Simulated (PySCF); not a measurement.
Atom-mapped SMILES (the numbers label the heavy atoms): `[CH2:1]=[C:2]([B:3]([OH:4])[OH:5])[c:6]1[cH:7][cH:8][cH:9][s:10]1` (H(Xn): hydrogen on atom n). Ha(C1) is cis to B3; Hb(C1) is trans to B3.

Geometry: PBE0-D3(BJ)/def2-SVP; GIAO absolute shieldings from PySCF, gas phase, non-relativistic, averaged over equivalent atoms.

At PBE0/pcSseg-1 (212 basis functions, 2.3 min wall time (110 s CPU) on 1 thread of an Intel Xeon, shared host):
```tsv
atoms	σ (ppm)
C6	32.7
C2	38.3
C7	48.6
C9	51.6
C8	52.2
C1	58.7
B3	73.4
O4/O5	213.4
S10	292.5
H(C7)	23.30
H(C9)	24.22
H(C8)	24.26
Hb(C1)	24.98
Ha(C1)	25.86
H(O4)/H(O5)	27.13
```

**Question.** Estimate the result of repeating the calculation with WP04/pcSseg-1.

**Answer.** 
```json
{"atoms": "C6", "σ at WP04/pcSseg-1": "17.4", "change": "-15.3"}
{"atoms": "C2", "σ at WP04/pcSseg-1": "27.6", "change": "-10.7"}
{"atoms": "C7", "σ at WP04/pcSseg-1": "36.6", "change": "-12.0"}
{"atoms": "C9", "σ at WP04/pcSseg-1": "36.8", "change": "-14.8"}
{"atoms": "C8", "σ at WP04/pcSseg-1": "40.0", "change": "-12.2"}
{"atoms": "C1", "σ at WP04/pcSseg-1": "48.5", "change": "-10.2"}
{"atoms": "B3", "σ at WP04/pcSseg-1": "67.7", "change": "-5.7"}
{"atoms": "O4/O5", "σ at WP04/pcSseg-1": "211.6", "change": "-1.8"}
{"atoms": "S10", "σ at WP04/pcSseg-1": "242.1", "change": "-50.4"}
{"atoms": "H(C7)", "σ at WP04/pcSseg-1": "23.92", "change": "+0.62"}
{"atoms": "H(C9)", "σ at WP04/pcSseg-1": "24.75", "change": "+0.53"}
{"atoms": "H(C8)", "σ at WP04/pcSseg-1": "24.87", "change": "+0.61"}
{"atoms": "Hb(C1)", "σ at WP04/pcSseg-1": "25.71", "change": "+0.73"}
{"atoms": "Ha(C1)", "σ at WP04/pcSseg-1": "26.49", "change": "+0.63"}
{"atoms": "H(O4)/H(O5)", "σ at WP04/pcSseg-1": "27.49", "change": "+0.36"}
```

The largest change is at S10 (aromatic ring sulfur). Cost: 212 basis functions, 100 s wall time on 1 thread of an Intel Xeon, shared host. The order of the carbon signals is the same at both levels.

A carbon bonded to boron is broadened by the quadrupolar boron nucleus and is often missing from a measured spectrum.
